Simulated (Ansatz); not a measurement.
Cartesian coordinates (Å):
```xyz
11

C      1.4612     0.1459    -0.2100
C      0.1689    -0.1225     0.0216
C     -0.9438     0.7513    -0.4682
N     -0.2719    -1.2717     0.6722
H      1.7450     1.0081    -0.7961
H      2.2508    -0.5014     0.1548
H     -1.6149     0.1875    -1.1235
H     -1.5448     1.1214     0.3704
H     -0.5560     1.6089    -1.0148
H     -1.1295    -1.1654     1.1938
H      0.4351    -1.7622     1.1998
```
Charge +1, spin multiplicity 2.

These are frozen-core CCSD(T)/cc-pVTZ // r2SCAN-D4/def2-TZVP (Ansatz, a quantum-chemistry and plane-wave program) values and carry that method's errors. The geometry is that of the parent before the electron was removed.

```yaml
HF energy: -171.91757 Ha
MP2 correlation energy: -0.67040 Ha
```

Task: Estimate the CCSD correlation energy, the (T) correction, the total energy and the T1 diagnostic.

Result: 
```yaml
CCSD correlation energy: -0.71257 Ha
"(T) correction": -0.02916 Ha
CCSD(T) total energy: -172.65930 Ha
T1 diagnostic: 0.017
```
